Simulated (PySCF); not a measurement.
Compound: bromine oxoborane, BBrO.
SMILES: `O=BBr`

A linear-response calculation (PySCF, def2-SVPD basis, gas phase, vertical, core orbitals frozen in the response) gave these numbers; the functional is withheld.

Orbital energies (eV): HOMO-3 -10.89, HOMO-2 -10.89, HOMO-1 -9.40, HOMO -9.40, LUMO -1.04, LUMO+1 -0.16, LUMO+2 -0.16.

```json
{"state": "S1", "E (eV)": "7.20", "f": "0.0029", "main configurations (H = HOMO, L = LUMO)": "H-1/H→L (98%)"}
{"state": "S2", "E (eV)": "7.20", "f": "0.0029", "main configurations (H = HOMO, L = LUMO)": "H-1/H→L (98%)"}
{"state": "S3", "E (eV)": "7.60", "f": "0.0000", "main configurations (H = HOMO, L = LUMO)": "H-1/H→L+1/L+2 (≥96%)"}
{"state": "S4", "E (eV)": "7.74", "f": "0.0000", "main configurations (H = HOMO, L = LUMO)": "H-1/H→L+1/L+2 (≥90%)"}
{"state": "S5", "E (eV)": "7.74", "f": "0.0000", "main configurations (H = HOMO, L = LUMO)": "H-1/H→L+1/L+2 (≥90%)"}
{"state": "S6", "E (eV)": "8.78", "f": "0.061", "main configurations (H = HOMO, L = LUMO)": "H-3/H-2→L (≥83%)"}
{"state": "S7", "E (eV)": "8.78", "f": "0.061", "main configurations (H = HOMO, L = LUMO)": "H-3/H-2→L (≥83%)"}
```

Triplets (Tamm–Dancoff): T1 6.77 eV, H-1/H→L+1/L+2 (≥81%); T2 6.84 eV, H-1/H→L (≥94%); T3 6.84 eV, H-1/H→L (≥94%).

Vertical ionisation energy by ΔSCF with the same functional: 12.11 eV. Mean static polarisability: 35.8 au.

Orbitals of the list HOMO-3 to LUMO+2 that lie within 0.01 eV of each other are written together with a slash and their weights summed (≥ marks a lower bound); for degenerate orbitals outside that list single weights are arbitrary.

Problem. Name the functional.
A. wB97X-D
B. HF
C. PBE
D. B3LYP

Solution. D. B3LYP is a global hybrid with 20% exact exchange. In this run −ε(HOMO) = 9.40 eV differs from the ΔSCF value by -2.72 eV, and S1 differs from the orbital gap of 8.36 eV by -1.16 eV. The ratio −ε(HOMO)/IP is 0.78. Usual ranges for neutral molecules in this basis: 0.67 to 0.83 with B3LYP, 0.5 to 0.7 with PBE, 0.89 to 0.99 with wB97X-D; with Hartree–Fock the ratio is 1 or more (Koopmans' value less the relaxation energy is the ΔSCF value). The other options: PBE, a GGA without exact exchange; HF, time-dependent Hartree–Fock, 100% exact exchange; wB97X-D, range-separated, 22% exact exchange at short range and 100% at long range (ω = 0.2 bohr⁻¹).

Method: TDDFT B3LYP/def2-SVPD, vertical, gas phase, core orbitals frozen in the response (PySCF 2.14.0, density-fitted response routines). Isolated species at its PBE0-D3(BJ)/def2-SVP geometry, gas phase. The B3LYP/def2-SVPD calculation is non-relativistic and has no spin–orbit coupling, an omission that weighs most on bromine.
